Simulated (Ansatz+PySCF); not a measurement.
Values are calculated unless marked as measured or tabulated.
Input for PySCF 2.14.0:

```python
from pyscf import gto, dft

mol = gto.M(atom="""
V 0.000000 0.000000 0.000000
O 0.000000 0.000000 1.652560
""", basis='def2-svp', charge=0, spin=3)
mf = dft.UKS(mol, xc='wb97x')
mf.init_guess = 'huckel'
mf.kernel()
while True:  # follow internal instabilities
    mo, _, stable, _ = mf.stability(return_status=True)
    if stable: break
    mf.kernel(mf.make_rdm1(mo, mf.mo_occ))
print(mf.converged, mf.e_tot, mf.spin_square()[0])
```

The script is written out from the run's settings.

The run gave:

| Quantity | Value |
| --- | --- |
| Converged | yes |
| Total energy | -1018.95173 hartree |
| Spin squared of the determinant | 3.818 |

Caution: other spin multiplicities were not run.
